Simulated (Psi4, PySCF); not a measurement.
Psi4 was given this input:
```
memory 2 GB

molecule {
-1 2
  C    -0.75270000    0.10480000   -0.01340000
  C     0.75270000   -0.10480000    0.01340000
  H    -1.21990000   -0.55900000   -0.73750000
  H    -0.99280000    1.13000000   -0.28650000
  H    -1.18600000   -0.09780000    0.96360000
  H     0.99280000   -1.13000000    0.28650000
  H     1.21990000    0.55900000    0.73750000
  H     1.18600000    0.09780000   -0.96360000
}

set basis def2-svpd
set reference uks
set scf_type pk
set puream true
set d_convergence 1e-8
set dft_radial_points 99
set dft_spherical_points 590

energy('wb97x')
print_variables()
```

Question: Write the same job for PySCF.

Answer: Several could match; the one computed here: 
```python
from pyscf import gto, scf, dft

mol = gto.Mole()
mol.atom = '''
    C    -0.752700    0.104800   -0.013400
    C     0.752700   -0.104800    0.013400
    H    -1.219900   -0.559000   -0.737500
    H    -0.992800    1.130000   -0.286500
    H    -1.186000   -0.097800    0.963600
    H     0.992800   -1.130000    0.286500
    H     1.219900    0.559000    0.737500
    H     1.186000    0.097800   -0.963600
'''
mol.basis = 'def2-svpd'
mol.charge = -1
mol.spin = 1
mol.verbose = 4
mol.build()

mf = dft.UKS(mol)
mf.xc = 'wb97x'
mf.grids.atom_grid = (99, 590)
mf.grids.prune = None
mf.kernel()
```

Both were run: Psi4 gave -79.653211 Eh and PySCF -79.653212 Eh, 0.000 mEh apart.
